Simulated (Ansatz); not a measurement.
C2H6ClMoNO (`C[N]=[Mo]([CH3])(=[O])[Cl]`). Charge 0, multiplicity 1. Mo: def2 effective core potential.

```xyz
12

C    -0.603   -1.210   -1.781
N    -0.017   -0.240   -0.929
Mo    0.970    0.201    0.405
C    -0.372    1.184    1.691
O     1.439   -1.207    1.179
Cl    2.681    1.550   -0.257
H    -0.207   -1.109   -2.796
H    -1.685   -1.050   -1.826
H    -0.412   -2.227   -1.421
H     0.166    1.462    2.603
H    -0.730    2.084    1.181
H    -1.229    0.562    1.952
```

**Question.** List the harmonic frequencies (cm⁻¹, unscaled) at PBE0-D4/def2-TZVP in Ansatz. (An estimate is asked.)

**Answer.** Ansatz gave: 95, 101, 108, 131, 141, 184, 214, 331, 384, 444, 554, 636, 668, 726, 1039, 1097, 1103, 1199, 1338, 1413, 1426, 1427, 1460, 1465, 3015, 3036, 3089, 3096, 3129, 3150.

**Question.** Is this a minimum?

**Answer.** Yes, all 30 modes are real.

**Question.** Give the ideal-gas thermochemistry at 298.15 K and 1 bar (rigid rotor, harmonic oscillator; point group C1, symmetry number 1).

**Answer.** Zero-point energy 216.5 kJ/mol; H(298) − E = 243.1 kJ/mol; entropy 400.4 J/(mol·K), of which translation 174.4, rotation 120.1, vibration 105.9; G(298) − E = 123.7 kJ/mol. Modes under 100 cm⁻¹ are hindered rotations or soft bends, so the harmonic entropy is rough.

**Question.** Rotational constants (cm⁻¹)?

**Answer.** 0.07891, 0.04933, 0.04105.
